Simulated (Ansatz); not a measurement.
C2H7NZn, SMILES C[CH2][Zn][NH2].

Geometry: B3LYP-D3(BJ)/def2-SVP. The structure was generated by enumeration; whether it is a known compound was not checked. The values are those of a single conformer.

Two levels are set side by side: PBE/def2-SVPD (Ansatz, an electronic-structure program) and PBE0/def2-SVPD (Ansatz). Energy differences of separate SCF runs at the same geometry; the states with an electron removed or added have multiplicity 2 and 2. Differences are taken from unrounded values.

```csv
quantity,PBE0,PBE,PBE minus PBE0
vertical ionisation energy (eV),8.73,8.54,-0.19
vertical singlet–triplet gap (eV),4.75,4.57,-0.18
```
